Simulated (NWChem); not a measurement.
Molecule: HfH$_{2}$Br$_{2}$; SMILES [Br][HfH2][Br]

This build's default masses of Se (78.918 u) and Br (79.917 u) are each other's, which moves their modes by up to 0.6 %. def2 effective core potentials on Hf; no spin-orbit coupling.

**Question.** Give the equilibrium geometry at PBE0/def2-SVP with def2 effective core potentials on Hf (NWChem) as a Z-matrix, with the point group.

**Answer.** point group C2v; any orientation.
```
Hf
H 1 1.8302
H 1 1.8302 2 106.49
Br 1 2.4791 2 107.97 3 -115.73
Br 1 2.4791 2 107.97 3 115.73
```
